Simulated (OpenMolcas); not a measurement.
V2+: ligand-field states by method

V2+ with 6 ligands (fluoride) in octahedral coordination (Oh) at 1.99 Å. A charge of +0.667 e stands 2.6 Å behind each ligand. Ligand basis ANO-RCC-VDZP.

* Program: OpenMolcas
* Basis: ANO-RCC-VTZP [6s5p3d2f1g]
* Scalar Hamiltonian: DKH2, point nucleus
* Active space: 3 electrons in 5 orbitals (3d)
* State averaging: 2S+1 = 4 even, 10 roots; 2S+1 = 2 even, 40 roots
* Spin-orbit coupling: RASSI with atomic mean-field integrals over the reference wave functions

I. CASSCF
II. SS-CASPT2, IPEA 0.25 Eh, imaginary shift 0.1 Eh (closed shells correlated: 3s 3p and the ligand valence shells)
III. SS-CASPT2, IPEA 0 Eh, imaginary shift 0.1 Eh (closed shells correlated: 3s 3p and the ligand valence shells)

Spin-free states (labels of O, the rotations of Oh) in cm-1, each column counted from its own energy of the first state listed:

```csv
State,Degeneracy,I,II,III
4A2,1,0,0,0
4T2,3,12612,12930,12990
2E,2,16898,13090,13030
2T1,3,17711,13860,13890
4T1,3,20099,18770,18020
2T2,3,23943,18740,18290
2A1,1,26895,21960,21640
2T2,3,29750,26190,25720
2T1,3,30436,26460,26090
4T1,3,32236,29330,28490
2E,2,32294,27420,26610
2T1,3,36007,30970,30220
2T2,3,42253,37130,36580
2T1,3,42992,39970,39480
2A2,1,45274,37650,36440
2T2,3,47163,40520,39570
2E,2,50472,44760,44370
2T1,3,53420,47220,46150
2E,2,69447,59660,59050
2T2,3,71936,62920,62930
```

From I to II, I's first state of the same spin (4T2) moves from 12612 to 12930 cm-1, by about +310 cm-1.

From I to II, I's first state of another spin (2E) moves from 16898 to 13090 cm-1, by about -3800 cm-1.

I: A least-squares ligand-field fit to the states below 45000 cm-1, each weighted by its degeneracy and with a free common offset, gives 10Dq = 12870 cm-1, B = 946 cm-1 and C = 3495 cm-1 (C/B = 3.69), with an rms deviation of 88 cm-1. The same method and metal basis give the free ion B = 959 cm-1 (fit to its terms below 60000 cm-1, rms deviation 74 cm-1), so the nephelauxetic ratio is β = 946 / 959 = 0.99; it hangs on how both fits weigh the states, and computed free-ion B values tend to be too large, so β mixes covalency with correlation.

χT at 300 K: I 1.86, II 1.86, III 1.86 cm3 K/mol.

Roots that are degenerate in the reference are averaged as groups; the widest CASPT2 spread within a group is 85 cm-1 (the 2-fold group of multiplicity 2 near 13100 cm-1 above the lowest state of its run, II). Shifts and gaps below about the spread of the groups concerned are not significant. Over all roots computed the reference weight is 0.70 to 0.72 in II, 0.70 to 0.71 in III; a low but even weight reflects the number of correlated electrons. Ligand-to-metal charge-transfer states are missing. With no ligand orbital active B as a rule stays too high, so bands that hang on it stand too high and its fall with covalency is understated. Without dynamic correlation the repulsion within the d shell is too large (B by tens of per cent), so at a given field states of lower spin stand too high (holds for I). With metal d orbitals alone and no dynamic correlation the field as a rule comes out too small, by tens of per cent, by up to half for chloride and softer ligands (holds for I). With one d shell and no ligand orbital active, 10Dq can be off by tens of per cent for divalent 3d ions, low with halides held by bare charges and at times high in hosts (holds for II; III). Free-ion shares, where given, are those of the reference states; single-state CASPT2 does not remix them (holds for II; III). These CASPT2 states fit no ligand-field parameters well, so their order and spin gaps are uncertain (holds for III). The distance lies 5 % under the 2.1 Å that this model takes as the normal distance (a Shannon-type radius plus a fixed donor radius); by an R⁻⁵ law this alone changes a d-shell field by about +31 %. No measured value stands beside these numbers; the geometry was imposed, not optimised, and the real ion may take another.
